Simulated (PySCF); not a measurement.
# Reading the logs of faulty runs: C2H7OSi

Calculated results; nothing here was measured. The program is PySCF 2.14.0, an open-source quantum chemistry code, run on an isolated molecule that a program drew, which may never have been made. The molecule is C2H7OSi (charge 0, doublet), drawn as the SMILES string `C[CH]O[SiH3]`.

Each row is a Hartree-Fock (HF) and frozen-core CCSD(T) single point in the cc-pV(D+d)Z basis, meant for a local HF minimum. Run 1 is clean. Each other run has one planted mistake out of seven kinds, and not every kind appears here: one electron removed, one electron added, multiplicity raised by two, geometry at a saddle point, minimal basis STO-3G, one bond length entered in bohr, all coordinates scaled. The reference is restricted for singlets and unrestricted otherwise, and also for a bond in bohr. Adding or removing an electron swaps singlet and doublet. Electrons count all cores. HOMO and LUMO are orbital energies over both spins, the gradient is its largest component, and the lowest frequency (negative if imaginary) is given only where the gradient is small. Bond lengths are over the 10 bonds as drawn. T1 is the CCSD diagnostic: over 0.02 (restricted) or 0.045 (unrestricted) a single reference is doubtful.

Geometry of the clean run:
```xyz
11
C2H7OSi, angstrom
C    -0.2102    0.9251    2.2645
C    -0.7763    1.5637    1.0411
O     0.1058    2.3454    0.3478
Si   -0.2532    3.3507   -0.9171
H     0.2339    1.6792    2.9174
H    -0.9912    0.3989    2.8157
H     0.5749    0.2036    2.0080
H    -1.4919    1.0141    0.4316
H    -1.0930    4.4827   -0.4704
H    -0.9812    2.6048   -1.9688
H     1.0333    3.8458   -1.4363
```

| run | electrons | basis functions | <S^2> | HOMO (eV) | LUMO (eV) | gradient (hartree/bohr) | lowest frequency (cm^-1) | mean bond (Å) | longest bond (Å) | T1 | HF (hartree) | CCSD(T) (hartree) | mistake |
|---|---|---|---|---|---|---|---|---|---|---|---|---|---|
| 1 | 41 | 100 | 0.760 | -8.99 | 3.96 | 1.4e-05 | 56 | 1.3315 | 1.655 | 0.0137 | -443.60473 | -444.22015 | no fault |
| 2 | 41 | 100 | 1.721 | -9.83 | 1.85 | 2.1e-02 | - | 1.4532 | 2.584 | 0.0293 | -443.49082 | -444.05974 | one bond length entered in bohr |
| 3 | 42 | 100 | 0.000 | 0.96 | 8.55 | 9.1e-02 | - | 1.3315 | 1.655 | 0.0184 | -443.50148 | -444.15755 | one electron added |
| 4 | 41 | 100 | 0.758 | -8.37 | 4.15 | 1.0e-01 | - | 1.2250 | 1.523 | 0.0120 | -443.52225 | -444.12333 | ? |
| 5 | 40 | 100 | 0.000 | -17.56 | -5.46 | 1.4e-01 | - | 1.3315 | 1.655 | 0.0221 | -443.33884 | -443.95584 | ? |

**Which mistake was planted in run 4, and what did it cost?**

The mean and the longest bond both change by the same factor, 0.920, and the gradient is no longer small. So the mistake is: all coordinates scaled. Subtracting run 1 and multiplying by 627.51 kcal/mol a hartree, the energy moved by 51.8 kcal/mol in HF and 60.8 kcal/mol in CCSD(T).

**Which mistake was planted in run 5, and what did it cost?**

It counts 40 electrons, one fewer than the clean run, at the same geometry and basis. So the mistake is: one electron removed. Subtracting run 1 and multiplying by 627.51 kcal/mol a hartree, the energy moved by 166.8 kcal/mol in HF and 165.9 kcal/mol in CCSD(T).

Cautions from the logs. Run 3: the HOMO is above zero, so the electron isn't bound and the energy depends on the basis; run 5: T1 is over the limit, so its CCSD(T) energy is less reliable.
